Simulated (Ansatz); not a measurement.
Geometry optimisation of the cluster Al2Cu3⁺.

```yaml
crystal:
  periodic: [false, false, false]
  atoms:
    - {symbol: Al, position_ang: [0.137341, -1.402245, -0.434514]}
    - {symbol: Al, position_ang: [-0.377712, 0.354794, 1.380368]}
    - {symbol: Cu, position_ang: [0.237085, 1.033111, -0.932895]}
    - {symbol: Cu, position_ang: [1.832295, 0.033328, 0.487725]}
    - {symbol: Cu, position_ang: [-1.828998, -0.018988, -0.500675]}
basis:
  gaussian: {orbitals: def2-SVP}
total_charge: 1
magnetization: {spin_polarized: true, initial_magnetization: 2}
hamiltonian: {xc: r2scan, dispersion: d4}
scf: {lower_state_search: "off"}
output: {orbitals: {seedname: orbitals}}
relax: {f_tol: 0.02, max_steps: 100}
```

```sh
$ ansatz run in.yaml --threads 4 --pin off --events-out ev --progress --plain --max-ram 4787MiB
```

Output, abridged:

```
Functional definition: r2SCAN
mean field -147085.24571559 eV, -5405.2830820874 hartree, gradient 3.1e-6 eV, S^2 2.038969; 0 other end points of the search recorded, 0 dependent functions left out
relax step   1: F+E_penalty+E_count = -147085.28962468 eV  Δ(F+E_penalty+E_count) = +0.000e0 eV  max|allowed force component| = 1.052e0 eV/Å  Δτ_max = 0.0000 Å  (50 SCF iters, accepted)
mean field -147085.45896942 eV, -5405.2909190213 hartree, gradient 1.7e-6 eV, S^2 2.036320; 0 other end points of the search recorded, 0 dependent functions left out
relax step   2: F+E_penalty+E_count = -147085.50286037 eV  Δ(F+E_penalty+E_count) = -2.132e-1 eV  max|allowed force component| = 3.978e-1 eV/Å  Δτ_max = 0.1270 Å  (32 SCF iters, accepted)
mean field -147085.53459570 eV, -5405.2936982357 hartree, gradient 2.6e-6 eV, S^2 2.031329; 0 other end points of the search recorded, 0 dependent functions left out
relax step   3: F+E_penalty+E_count = -147085.57847361 eV  Δ(F+E_penalty+E_count) = -7.561e-2 eV  max|allowed force component| = 8.351e-2 eV/Å  Δτ_max = 0.2000 Å  (32 SCF iters, accepted)
mean field -147085.53906232 eV, -5405.2938623812 hartree, gradient 2.2e-6 eV, S^2 2.032143; 0 other end points of the search recorded, 0 dependent functions left out
relax step   4: F+E_penalty+E_count = -147085.58295244 eV  Δ(F+E_penalty+E_count) = -4.479e-3 eV  max|allowed force component| = 3.171e-2 eV/Å  Δτ_max = 0.0312 Å  (28 SCF iters, accepted)
mean field -147085.53920371 eV, -5405.2938675770 hartree, gradient 2.5e-6 eV, S^2 2.032182; 0 other end points of the search recorded, 0 dependent functions left out
relax step   5: F+E_penalty+E_count = -147085.58308782 eV  Δ(F+E_penalty+E_count) = -1.354e-4 eV  max|allowed force component| = 8.299e-3 eV/Å  Δτ_max = 0.0050 Å  (30 SCF iters, accepted)
Total energy: -147085.58313619 eV, -5405.2954820659 hartree
Atom 0 at     0.214683    -1.412720    -0.720455 Å, force    -0.001003     0.008299     0.003278 eV/Å
Atom 1 at    -0.389829     0.649495     1.409653 Å, force     0.002259    -0.002829    -0.008217 eV/Å
Atom 2 at     0.227306     0.990495    -0.894414 Å, force    -0.001290    -0.005621     0.005076 eV/Å
Atom 3 at     1.773255    -0.087924     0.588358 Å, force    -0.007244    -0.000028    -0.002029 eV/Å
Atom 4 at    -1.825404    -0.139345    -0.383133 Å, force     0.007279     0.000179     0.001892 eV/Å
Dipole moment:    -0.016666    -0.072624     0.065579 e Å
Checks for a lower state left out: stability, starts, cluster_reference, orbital_swaps, neighbouring_geometries, increment
```

Hardware: 4 threads of Arm Neoverse V1 on a shared host. Wall time 35 s.

The relaxation made no stability test and no search for a lower SCF solution. At r2SCAN-D4/def2-SVP a singlet of charge 1 lies 1.15 eV below the triplet, each at its own geometry. The structure comes from a short search, and lower isomers may exist.
